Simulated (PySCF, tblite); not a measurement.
Isomers of C5H15N3Si, one GFN2-xTB conformer each. Single-point energies are computed at PBE0/pcSseg-1 (PySCF, gas phase, no added dispersion term), electronic only.

Task: Rank them by PBE0/pcSseg-1 energy, lowest first (kJ/mol).
A. `[CH2:1]=[N:2][Si@H:3]([CH2:4][NH:5][CH3:6])[N:7]([CH3:8])[CH3:9]` with C1–N2–Si3–C4 -99°, N2–Si3–C4–N5 54°, Si3–C4–N5–C6 -179°, N2–Si3–N7–C8 157°
B. `[CH2:1]=[C:2]([CH3:3])[CH2:4][NH:5][Si@H:6]([NH2:7])[NH:8][CH3:9]` with C1–C2–C4–N5 -9°, C2–C4–N5–Si6 149°, C4–N5–Si6–N7 -65°, N5–Si6–N7–H -178° and 42°, N5–Si6–N8–C9 177°
C. `[CH2:1]=[N:2][C@@H:3]([CH2:4][CH3:5])[Si@@H:6]([NH2:7])[NH:8][CH3:9]` with C1–N2–C3–C4 137°, N2–C3–C4–C5 176°, N2–C3–Si6–N7 160°, C3–Si6–N7–H 180° and 40°, C3–Si6–N8–C9 180°

Result: B (0.0), C (66.1), A (158.6).

As drawn, the lowest has a C=C bond outside aromatic rings, which the highest lacks; the highest has a C=N bond and an Si–C bond, which the lowest lacks. GFN2-xTB itself gives, in the same order: 0.0, 63.6, 102.6. Both levels put the same isomer lowest; measured from each level's own lowest isomer, the values differ by up to 56.0 kJ/mol (C=N[Si@H](CNC)N(C)C: 102.6 against 158.6).

Task: Which frontier levels, dipoles and rotational constants go with these structures?

Result: 
```csv
SMILES,"HOMO (eV, PBE0/pcSseg-1)",LUMO (eV),dipole (D),"A, B, C (MHz)"
C=C(C)CN[Si@H](N)NC,-6.46,0.64,0.79,"3315, 559.4, 533.3"
C=N[C@@H](CC)[Si@@H](N)NC,-6.58,-0.14,1.12,"1496, 1002, 829.2"
C=N[Si@H](CNC)N(C)C,-6.12,-0.80,0.36,"1861, 870.7, 627.5"
```

Task: What happens when harmonic zero-point energies from GFN2-xTB frequencies are added?

Result: 
```csv
SMILES,ZPE (kJ/mol),electronic (kJ/mol),with ZPE (kJ/mol)
C=C(C)CN[Si@H](N)NC,526.7,0.0,0.0
C=N[C@@H](CC)[Si@@H](N)NC,526.7,66.1,66.1
C=N[Si@H](CNC)N(C)C,525.3,158.6,157.2
```

The zero-point energies span 1.4 kJ/mol. The order is unchanged.
